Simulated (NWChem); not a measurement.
# GaCl$_{2}$, doublet; SMILES [Cl][Ga][Cl]

Program: NWChem. Pople sets run with spherical d functions. Spin-unrestricted. In the optimisation the excess spin sits in a1 (C2v, its own frame). The spin multiplicity was typed, not searched, and may not be the lowest. No stability test was run on the SCF state. The level has its own optimisation; frequencies are unscaled.

Problem. Predict the results for B3LYP/6-31G*. Quantities: r Cl–Ga (Å); highest harmonic frequency (cm⁻¹); lowest (cm⁻¹); zero-point energy (kcal/mol); dipole (D).

Solution. 
```yaml
r Cl–Ga (Å): 2.202
highest harmonic frequency (cm⁻¹): 391
lowest (cm⁻¹): 109
zero-point energy (kcal/mol): 1.2
dipole (D): 1.89
```
